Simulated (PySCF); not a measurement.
Gas-phase reaction: SnCl₄ + 2 SnHCl ⇌ SnH₂ + 2 SnCl₃

Computed with PySCF (xtb for GFN2) and rigid-rotor harmonic-oscillator thermochemistry at 1 bar. † marks an energy on the PBE0/def2-TZVP geometry and frequencies; other levels use their own. MP2 and CCSD(T) freeze the core. Open shells (unrestricted): SnCl₃ (multiplicity 2); the rest are closed-shell singlets. GFN2 has no spin-polarisation term. B3LYP is the form with VWN-RPA correlation. Sn: scalar-relativistic def2 core potential, no spin-orbit coupling. SnHCl, SnH₂, SnCl₃: computed as isolated molecules; such fragments, hydroxides, amides, oligomers or adducts are transient or little studied in the gas. MP2 isn't extrapolated to the basis-set limit; its ΔH°(298 K) is 147.9 kJ in def2-SVP and 174.4 kJ in def2-TZVPP. CCSD(T) isn't extrapolated to the basis-set limit. The harmonic model lacks anharmonicity and excited electronic states, which grow with temperature; levels with a mode under 35 cm⁻¹ are left out. Soft modes under 120 cm⁻¹ make the harmonic entropy rough for SnCl₄, SnCl₃.

| level | ΔE electronic, kJ | ΔH°(298 K), kJ | ΔS°(298 K), J/K | ΔG°(2500 K), kJ |
|---|---|---|---|---|
| B3LYP/def2-TZVP† | 139 | 138 | 16 | 94 |
| BLYP/def2-TZVP† | 129 | 128 | 16 | 84 |
| CCSD(T)/def2-SVP† | 152 | 152 | 16 | 108 |
| GFN2-xTB | 79 | 82 | 23 | 27 |
| HF/def2-TZVP† | 115 | 115 | 16 | 70 |
| M06-2X/def2-TZVP† | 129 | 128 | 16 | 84 |
| MP2/def2-SVP† | 149 | 148 | 16 | 104 |
| PBE/def2-TZVP† | 130 | 129 | 16 | 85 |
| PBE0/def2-QZVP† | 139 | 138 | 16 | 94 |
| PBE0/def2-SVP† | 133 | 132 | 16 | 88 |
| ωB97M-V/def2-TZVP† | 154 | 153 | 16 | 109 |
ΔH° is lowest at GFN2-xTB and highest at ωB97M-V/def2-TZVP†. No reference value is set beside these.
